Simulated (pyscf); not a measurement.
## Bond scission: [Cl–CH₂–InH]• → InH [singlet] + •H₂C–Cl

Gas phase, doublet surface, charge 0. Bonds broken: In1–C3. Bonds formed: none. Single points on ωB97X-D3(BJ)/def2-SVP structures (PySCF, gas phase). Correlated levels are frozen-core, on RHF or UHF. ΔMP2 is the change of the MP2 total energy from the triple- to the quadruple-zeta basis.

Transition state (Å):

```xyz
6

In     1.3150    -1.4173    -0.9335
Cl     0.9200     1.7271    -0.9910
C     -0.5074     1.3191    -0.1515
H      1.2581    -1.0097     0.8873
H     -1.4210     1.8384    -0.4431
H     -0.3892     0.6968     0.7382
```

One imaginary mode, 48i cm⁻¹; descent along it reached the two sides named, in the forms told below.

```json
[
 {"bond": "In1–C3", "change": "breaks", "reactant side (Å)": "2.213", "saddle": "3.4", "product side": "3.9"}
]
```

Electronic energies relative to the reactant's lowest minimum found (kcal/mol):

```csv
level,barrier,reaction energy,reverse barrier
ωB97X-D3(BJ)/def2-TZVP,21.4,+27.9,-6.5
PBE/def2-TZVP,19.8,+23.0,-3.2
r²SCAN/def2-TZVP,20.4,+24.5,-4.1
B3LYP-D3(BJ)/def2-TZVP,16.0,+20.7,-4.7
PBE0-D3(BJ)/def2-TZVP,20.3,+24.8,-4.5
M06-2X/def2-TZVP,23.7,+28.6,-4.9
ωB97M-D3(BJ)/def2-TZVP,19.9,+23.5,-3.6
HF/def2-TZVP,14.2,+12.6,1.6
MP2/def2-QZVPP,22.5,+27.5,-5.0
CCSD/def2-TZVPP,19.6,+22.0,-2.5
CCSD(T)/def2-TZVPP,20.8,+24.1,-3.3
CCSD(T)/def2-TZVPP + ΔMP2(QZVPP),20.4,+24.5,-4.1
```

With CCSD(T)/def2-TZVPP + ΔMP2(QZVPP) energies and thermal terms (ideal gas, 1 atm, RRHO with modes under 100 cm⁻¹ raised to 100, one conformer, R ln 2 for chiral ones without a mode under 150 cm⁻¹), in kcal/mol:

```tsv
T (K)	ΔH‡	ΔG‡	ΔH	ΔG
298	18.3	17.6	+21.9	+12.4
600	18.3	16.8	+21.8	+2.7
900	18.0	16.1	+21.3	-6.8
1200	17.6	15.5	+20.5	-16.1
```

On the product side the descent ends in a complex, 6.8 kcal/mol under the separated species and 0.3 kcal/mol under the saddle at ωB97X-D3(BJ)/def2-TZVP. At ωB97X-D3(BJ), PBE, r²SCAN, B3LYP-D3(BJ), PBE0-D3(BJ), M06-2X, ωB97M-D3(BJ), MP2, CCSD, CCSD(T), CCSD(T) the saddle lies under the separated products, which points to a path from their complex (located at ωB97X-D3(BJ) alone), and parting the products costs more than the saddle. [Cl–CH₂–InH]• lies 52.6 kcal/mol over its isomer [H₃C–In–Cl]• (electronic energy, ωB97M-D3(BJ)). One saddle was located; it need not be the lowest between these sides. The CCSD(T) − MP2 part came from Ansatz, without density fitting, on the same reference. The frozen core leaves the outer d or s,p core shells of the metals and heavy elements correlated in the MP2 and CC values, and def2-TZVPP describes them poorly, which can shift differences by a few kcal/mol. Elements past Kr carry the def2 core potentials, without spin-orbit coupling.
